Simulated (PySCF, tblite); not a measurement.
Isomers of C5H12O2Si2, one GFN2-xTB conformer each. Single-point energies are computed at PBE0/pcSseg-1 (PySCF, gas phase, no added dispersion term), electronic only.

**Question.** Rank them by PBE0/pcSseg-1 energy, lowest first (kJ/mol).
A. `[CH3:1][SiH:2]([CH3:3])/[CH:4]=[CH:5]/[C:6](=[O:7])[O:8][SiH3:9]` with C1–Si2–C4–C5 -120°, C4–C5–C6–O7 0°, C5–C6–O8–Si9 180°
B. `[O:1]=[C:2]1[CH2:3][O:4][C@@H:5]([CH2:6][CH2:7][SiH3:8])[SiH2:9]1` with O4–C5–C6–C7 -165°, C5–C6–C7–Si8 -179°, O1–C2–C3–O4 -167°, C2–C3–O4–C5 -42°, C3–O4–C5–C6 -79°, O4–C5–Si9–C2 -28°
C. `[CH2:1]=[CH:2][Si@@H:3]([O:4][CH3:5])[C:6](=[CH2:7])[O:8][SiH3:9]` with C1–C2–Si3–O4 158°, C2–Si3–O4–C5 -60°, C2–Si3–C6–C7 -118°, Si3–C6–O8–Si9 -177°
D. `[CH3:1][CH:2]([CH3:3])[O:4][Si@H:5]([OH:6])[C:7]#[C:8][SiH3:9]` with C1–C2–O4–Si5 -95°, C2–O4–Si5–O6 174°, O4–Si5–O6–H -33°
E. `[CH:1]#[C:2][Si@@H:3]([O:4][CH3:5])[O:6][CH2:7][CH2:8][SiH3:9]` with C2–Si3–O4–C5 -58°, C2–Si3–O6–C7 57°, Si3–O6–C7–C8 -171°, O6–C7–C8–Si9 -37°

**Answer.** A (0.0), D (35.9), C (132.6), E (155.0), B (234.4).

As drawn, the lowest has a C(=O)–O unit, an Si–O bond and a C=C bond outside aromatic rings, which the highest lacks. GFN2-xTB itself gives, in the same order: 39.1, 0.0, 37.9, 65.0, 200.5. GFN2-xTB puts CC(C)O[Si@H](O)C#C[SiH3] lowest instead; measured from each level's own lowest isomer, the values differ by up to 94.7 kJ/mol (C=C[Si@@H](OC)C(=C)O[SiH3]: 37.9 against 132.6).

**Question.** Which frontier levels, dipoles and rotational constants go with these structures?

**Answer.** 
```
                       SMILES  HOMO (eV, PBE0/pcSseg-1)  LUMO (eV)  dipole (D)       A, B, C (MHz)
   C[SiH](C)/C=C/C(=O)O[SiH3]                     -8.10      -1.67        1.52  3430, 365.5, 360.1
     CC(C)O[Si@H](O)C#C[SiH3]                     -8.08      -0.62        2.10  1484, 570.9, 435.9
   C=C[Si@@H](OC)C(=C)O[SiH3]                     -6.93      -0.51        0.98  1778, 673.3, 516.3
      C#C[Si@@H](OC)OCC[SiH3]                     -8.19      -0.36        2.54  1736, 640.4, 498.1
O=C1CO[C@@H](CC[SiH3])[SiH2]1                     -6.59      -1.44        2.32  2284, 521.1, 502.7
```

**Question.** What happens when harmonic zero-point energies from GFN2-xTB frequencies are added?

**Answer.** 
```json
{"SMILES": "C[SiH](C)/C=C/C(=O)O[SiH3]", "ZPE (kJ/mol)": "397.3", "electronic (kJ/mol)": "0.0", "with ZPE (kJ/mol)": "0.0"}
{"SMILES": "CC(C)O[Si@H](O)C#C[SiH3]", "ZPE (kJ/mol)": "399.9", "electronic (kJ/mol)": "35.9", "with ZPE (kJ/mol)": "38.5"}
{"SMILES": "C=C[Si@@H](OC)C(=C)O[SiH3]", "ZPE (kJ/mol)": "396.6", "electronic (kJ/mol)": "132.6", "with ZPE (kJ/mol)": "131.9"}
{"SMILES": "C#C[Si@@H](OC)OCC[SiH3]", "ZPE (kJ/mol)": "400.2", "electronic (kJ/mol)": "155.0", "with ZPE (kJ/mol)": "157.9"}
{"SMILES": "O=C1CO[C@@H](CC[SiH3])[SiH2]1", "ZPE (kJ/mol)": "400.6", "electronic (kJ/mol)": "234.4", "with ZPE (kJ/mol)": "237.7"}
```

The zero-point energies span 4.0 kJ/mol. The order is unchanged.
